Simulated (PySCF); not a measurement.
# Ar⁺: excitation energy

Ar⁺ [Ne] 3s2 3p5 (2P) → Ar⁺ [Ne] 3s2 3p4 3d1 (high-spin determinant), as a difference of total energies. Calculation: PySCF 2.14, in dyall-acv3z (19s12p6d4f, 113 functions); the non-relativistic Hamiltonian (point nucleus). Correlated levels: valence: [Ne] frozen; virtual orbitals above 40 to 60 times the deepest correlated orbital energy dropped. The calculations carry no spin-orbit coupling.

| method | excitation energy (eV) |
| --- | --- |
| UHF | 16.054 |
| MP2 (valence) | 16.898 |
| SCS-MP2 (valence) | 17.004 |
| CCSD (valence) | 16.747 |
| CCSD(T) (valence) | 16.707 |

Q: How much does correlation contribute at CCSD(T) (valence)?

A: 16.707 − (16.054) = 0.653 eV, measured against UHF.

The promoted electron is Rydberg-like, and one or two diffuse shells describe it only roughly, which tends to raise the upper state.

The determinant of the upper state mixes LS terms, which raises its energy above the lowest term, most at the Hartree-Fock and MP2 levels.
